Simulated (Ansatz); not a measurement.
`CC[C@]12[C@H]3[C@H]4[C@H]5[C@@H]1[Sc]4532([CH3])[OH]` + `S[SiH2]Cl` → `CCS[SiH2]Cl` + `[CH3][Sc]1234([OH])[C@H]5[C@@H]1[C@@H]2[C@@H]3[C@H]54`  (substitution at a C–C bond)

Program: Ansatz. Geometries: PBE0-D4/def2-TZVP. ΔE: electronic, gas phase. CCSD(T)/CBS is the MP2 limit (def2-TZVPP, def2-QZVPP) plus CCSD(T) − MP2 in def2-TZVPP, frozen cores. DFT in def2-TZVPP. B3LYP here is the variant with VWN-RPA as its local correlation; programs differ in this. For Sc outer-core shells are correlated without core-valence functions, which leaves a few kJ/mol of doubt a bond. Scalar relativity is left out up to krypton. Each species was taken in one conformer, which may not be the lowest.

| level | ΔE (eV) |
| --- | --- |
| B3LYP-D4 | 0.15 |
| HF/def2-TZVPP | 0.07 |
| MP2/def2-QZVPP | 0.25 |
| SCS-MP2/def2-QZVPP | 0.22 |

Task: What does CCSD(T)/CBS give? (Estimate.)

Result: The calculation gave: +0.23 eV. The listed levels differ from it by -0.08, -0.16, 0.02, -0.01 eV.

Largest T1 diagnostic among the species: 0.012.

The D4 term adds +0.07 eV with B3LYP and +0.04 eV with PBE0; it sums over pairs of atoms, weighted by their polarisabilities, and B3LYP, whose exchange is more repulsive, gets the larger term. In def2-TZVPP, CCSD(T) changes the Hartree–Fock value by +0.16 eV (the triples alone add +0.01 eV) and MP2 by +0.18 eV.
